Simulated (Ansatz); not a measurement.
H2 (SMILES [H][H]), singlet, geometry from GFN2-xTB; BLYP/6-31G* run with Ansatz (a first-principles code).

Input for Ansatz:
Ansatz 0.2 input:
```yaml
crystal:
  periodic: [false, false, false]
  atoms:
    - {symbol: H, position_ang: [-0.00000000, -0.00000000, -0.38834947]}
    - {symbol: H, position_ang: [0.00000000, 0.00000000, 0.38834947]}
basis:
  gaussian:
    orbitals: 6-31G*
hamiltonian:
  xc: blyp
```

Write the output that Ansatz gives for this input, abridged.


```
Functional definition: BLYP
64 factors; integrals over basis functions are off by at most 1.6e-3 eV
mean field evaluation 1: about -31.5323 eV, gradient 6.5e0 eV
mean field evaluation 2: about -31.6872 eV, gradient 1.8e0 eV
mean field evaluation 4: about -31.6994 eV, gradient 5.1e-3 eV
mean field evaluation 8: about -31.6945 eV, gradient 2.2e-5 eV
mean field -31.69451675 eV, -1.1647520074 hartree, gradient 2.2e-5 eV, S^2 0.000000; 0 other end points of the search recorded, 0 dependent functions left out
reference -31.69464855 eV, -1.1647568509 hartree; 1, 1 occupied and 3, 3 virtual orbitals, 64 factors
Total energy: -31.69464855 eV, -1.1647568509 hartree
```
